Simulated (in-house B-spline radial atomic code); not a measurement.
Removal energies of one electron outside the 1s2 core along the 3-electron series, with the parts due to correlation (partial-wave tail included) and to Breit and QED terms, both contained in the total; recoil is left out. Computed with an all-electron radial atomic-structure program (B-spline basis): frozen-core Dirac-Hartree-Fock with a screened correlation potential.

| ion | Z | removal energy of 2s1/2 (eV) | correlation part of 2s1/2 (eV) | Breit and QED part of 2s1/2 (eV) | removal energy of 3d3/2 (eV) | correlation part of 3d3/2 (eV) | Breit and QED part of 3d3/2 (eV) |
| --- | --- | --- | --- | --- | --- | --- | --- |
| Mg9+ | 12 | 367.48 | 0.13512 | -0.070937 | 151.33 | 0.026188 | -0.00054348 |
| Al10+ | 13 | ? | ? | ? | ? | ? | ? |
| Si11+ | 14 | 523.41 | 0.13866 | -0.12229 | 217.94 | 0.028405 | -0.00099903 |
| P12+ | 15 | 611.73 | 0.14122 | -0.15562 | 255.8 | 0.029326 | -0.0013001 |
| S13+ | 16 | 706.98 | 0.14024 | -0.19471 | 296.69 | 0.030144 | -0.0016561 |
| Cl14+ | 17 | ? | ? | ? | ? | ? | ? |
| Ar15+ | 18 | 918.36 | 0.14625 | -0.29225 | 387.6 | 0.031523 | -0.0025506 |
| K16+ | 19 | ? | ? | ? | ? | ? | ? |
| Ca17+ | 20 | 1157.72 | 0.15081 | -0.41908 | 490.69 | 0.032641 | -0.0037184 |
| Sc18+ | 21 | 1287.95 | 0.14769 | -0.49482 | 546.8 | 0.033101 | -0.0044161 |
| Ti19+ | 22 | 1425.25 | 0.15165 | -0.5795 | 605.97 | 0.033582 | -0.0051957 |

Problem. Fill in the row of Al10+.

Solution. removal energy of 2s1/2 (eV): 441.99; correlation part of 2s1/2 (eV): 0.13212; Breit and QED part of 2s1/2 (eV): -0.094225; removal energy of 3d3/2 (eV): 183.12; correlation part of 3d3/2 (eV): 0.027322; Breit and QED part of 3d3/2 (eV): -0.00074833.

Problem. Fill in the row of Cl14+.

Solution. removal energy of 2s1/2 (eV): 809.19; correlation part of 2s1/2 (eV): 0.14314; Breit and QED part of 2s1/2 (eV): -0.24009; removal energy of 3d3/2 (eV): 340.63; correlation part of 3d3/2 (eV): 0.030851; Breit and QED part of 3d3/2 (eV): -0.0020714.

Problem. Fill in the row of K16+.

Solution. removal energy of 2s1/2 (eV): 1034.53; correlation part of 2s1/2 (eV): 0.14355; Breit and QED part of 2s1/2 (eV): -0.35174; removal energy of 3d3/2 (eV): 437.62; correlation part of 3d3/2 (eV): 0.032077; Breit and QED part of 3d3/2 (eV): -0.0030983.
